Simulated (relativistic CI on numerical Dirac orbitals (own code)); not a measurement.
**Spin-allowed bands of a d3 ion in a tetrahedral site, by hand**

Problem. Take Δ = 5700 cm⁻¹ and B = 810 cm⁻¹ for a d3 ion in a tetrahedral site. Calculate the three spin-allowed bands.

Working.
1. The terms of highest spin are 4F (energy 0) and 4P (15B = 12150 cm⁻¹). Here the F term splits into A2 at +1.2Δ = 6840, T2 at +0.2Δ = 1140 and T1 at −0.6Δ = -3420 cm⁻¹.
2. The two T1 states mix through the element 0.4Δ: H = [[-3420, 2280], [2280, 12150]], with roots ½(H₁₁ + H₂₂) ∓ ½√[(H₂₂ − H₁₁)² + 4H₁₂²] = ½(8730) ∓ ½(16224) = -3747 and 12477 cm⁻¹.
3. The ground term is 4T1 at -3747 cm⁻¹.
4. Bands: 4T2 4887 cm⁻¹ (2046 nm), 4A2 10587 cm⁻¹ (945 nm), 4T1(P) 16224 cm⁻¹ (616 nm).

Check. Exact diagonalisation of the whole d3 shell with these parameters gives 4T2 4887, 4A2 10587, 4T1 16224 cm⁻¹. The match is exact, since without spin-orbit coupling no other term has this spin. The ratio of the second band to the first, 2.166, depends on Δ/B = 7.0 alone, which is how a Tanabe-Sugano diagram is read.
